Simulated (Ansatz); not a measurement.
Species: AlH2F, charge 0, singlet. AlH2F (SMILES [F][AlH2]).
B3LYP-D3(BJ)/def2-TZVP minimum from Ansatz (an electronic-structure program):
```
Al
F 1 1.6554
H 1 1.5699 2 116.96
H 1 1.5699 3 126.08 2 -180.00
```

Hartree-Fock and CCSD(T) correlation energies in hartree (Ansatz). UHF or UKS for unpaired electrons; spin-orbit terms are left out. Cores are frozen in correlated methods. No relativity.

| basis | X | E(HF) | E(corr, CCSD(T)) |
|---|---|---|---|
| cc-pV(T+d)Z | 3 | -342.63392 | -0.36282 |
| cc-pV(Q+d)Z | 4 | -342.64738 | -0.39188 |
| cc-pV(5+d)Z | 5 | -342.65015 | withheld |

Question: Fit E(corr) = E∞ + A/X³ to X = 3 and 4, predict X = 5, and compare with the run.

Answer: A = (-0.36282 - (-0.39188))/(1/27 - 1/64) = 1.3572; E∞ = -0.39188 - A/64 = -0.41309; at X = 5, E∞ + A/125 = -0.40223. The run gave -0.40244, 0.21 mEh below the prediction. The same form on X = 4 and 5 gives E∞ = -0.41352, 0.43 mEh below the first estimate.
